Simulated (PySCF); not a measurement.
C2H5BrTe, SMILES CC[Te]Br.

The structure is a stationary point at B3LYP-D3(BJ)/def2-SVP. The def2 effective core potentials stand for the cores of Te; spin–orbit coupling is left out. One conformer was computed; it need not be the lowest.

Calculation: B3LYP-D3(BJ)/def2-SVP (PySCF).

Frequencies are harmonic and unscaled.

```tsv
mode	ν (cm⁻¹)	IR (km/mol)	Raman (Å⁴/amu)	depolarisation	moving atoms (share of kinetic energy)
1	68	0.1	1.1	0.72	C 44 %, H 35 %, Br 14 %
2	116	0.5	3.4	0.70	C 39 %, H 38 %, Br 16 %
3	244	7.0	9.5	0.32	Br 60 %, Te 34 %
4	257	0.1	1.3	0.38	H 71 %, C 25 %
5	269	0.9	3.0	0.19	C 43 %, H 40 %, Te 14 %
6	481	1.5	28.7	0.26	C 71 %, H 21 %
7	711	7.6	0.5	0.58	H 83 %, C 16 %
8	960	6.0	3.3	0.75	H 80 %, C 20 %
9	978	1.6	4.8	0.73	H 80 %, C 20 %
10	1060	0.5	6.6	0.74	C 67 %, H 33 %
11	1213	53.2	14.5	0.37	H 74 %, C 26 %
12	1244	2.7	3.8	0.66	H 77 %, C 22 %
13	1394	4.2	6.6	0.68	H 82 %, C 18 %
14	1435	2.7	11.2	0.74	H 88 %, C 12 %
15	1462	7.8	18.1	0.74	H 97 %
16	1475	3.1	12.6	0.73	H 96 %
17	3025	26.2	210.0	0.13	H 97 %
18	3054	6.1	148.2	0.14	H 94 %
19	3104	9.5	119.1	0.68	H 91 %, C 9 %
20	3123	2.6	88.6	0.66	H 91 %, C 9 %
21	3141	8.1	19.9	0.64	H 90 %, C 10 %
```
